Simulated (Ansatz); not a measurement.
Start from `[CH3][SnH2][O]C=N` and change one atom or group to get `N=COCN`.

Ansatz, PBE0-D4/def2-TZVP geometries, multiplicity 1. Each molecule was computed in one conformer, which needn't be the lowest.

Elements past krypton have def2 core potentials.

```
                                          property  `[CH3][SnH2][O]C=N`
             HOMO–LUMO gap (B3LYP/def2-TZVPP) / eV                 6.73
    size of the dipole moment (PBE/def2-TZVPP) / D                 3.66
                 HOMO energy (PBE/def2-TZVPP) / eV                -6.15
size of the dipole moment (ωB97M-V/def2-TZVPP) / D                 3.81
           HOMO–LUMO gap (ωB97M-V/def2-TZVPP) / eV                10.93
               HOMO energy (B3LYP/def2-TZVPP) / eV                -7.41
```

**Question.** Give the same properties after the change, and the shifts. (Estimate.)

**Answer.** Ansatz gave: 
```csv
property,`N=COCN`,shift
HOMO–LUMO gap (B3LYP/def2-TZVPP) / eV,7.61,0.88
size of the dipole moment (PBE/def2-TZVPP) / D,3.71,0.05
HOMO energy (PBE/def2-TZVPP) / eV,-5.97,0.18
size of the dipole moment (ωB97M-V/def2-TZVPP) / D,3.66,-0.15
HOMO–LUMO gap (ωB97M-V/def2-TZVPP) / eV,12.03,1.10
HOMO energy (B3LYP/def2-TZVPP) / eV,-7.26,0.15
```

With PBE0 the HOMO rises by 0.14 eV and the LUMO rises by 1.16 eV, so the gap widens by about 1.02 eV. PBE moves the HOMO by 0.18 eV and ωB97M-V by 0.05 eV. Dipoles are sizes alone; their direction can turn.

B3LYP here is the variant with VWN-RPA as its local correlation; programs differ in this.
